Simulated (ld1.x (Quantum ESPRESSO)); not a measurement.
# Building the TM potential for K (Z = 19) (PBE, fully relativistic).

```json
{
  "Element": "potassium",
  "Generator": "ld1.x (Quantum ESPRESSO) 7.5",
  "Type": "norm-conserving Troullier–Martins (Kleinman–Bylander form)",
  "Functional": "PBE",
  "Relativity": "fully relativistic",
  "Frozen core": "[Ne]",
  "Valence charge": "9",
  "Reference configuration": "3s2 3p6 3d0 4s0 4p0 (charge +1)",
  "Partial waves": "3s (bound): rc 1.12 bohr; 3p (bound): rc 1.35 bohr; 3d (bound, empty): rc 2.35 bohr",
  "Local potential": "all-electron potential smoothed inside 1.55 bohr (lloc = -1)",
  "Core correction": "Bessel-smoothed model core inside 1.30 bohr"
}
```

Open shells are filled in proportion to 2j + 1 (rel_dist='average').

All-electron outer shells of the reference configuration (PBE, scalar-relativistic, ld1.x):

```
shell  level (eV)  outermost node (bohr)  outermost maximum (bohr)
   2p     -286.28                      –                      0.26
   3s      -41.45                   0.48                      1.08
   3p      -24.88                   0.45                      1.15
   4s       -6.22                   1.56                      3.51
   3d       -3.81                      –                      1.76
   4p       -3.75                   1.81                      4.34
```

**Question.** Does the generator finish with these settings?

**Answer.** Yes, a potential is produced and its reference levels are reproduced.

**Question.** Tests: 3s2 3p6 3d0 4s1 4p0; 3s2 3p6 3d0 4s0.5 4p0; 3s2 3p6 3d0 4s0 4p1; 3s2 3p6 3d1 4s0 4p0; 3s1 3p6 3d0 4s1 4p0; 3s2 3p5 3d0 4s1 4p0; 3s2 3p6 3d0.5 4s0.5 4p0. Which has the largest error in its energy relative to the reference configuration, and how large is it?

**Answer.** 3s1 3p6 3d0 4s1 4p0, with +27 meV (all-electron minus pseudo) on +37.68 eV.

A Bessel basis up to 400 Ry misses an occupied level by 0.03 Ry, so cutoffs and ghosts were not judged.
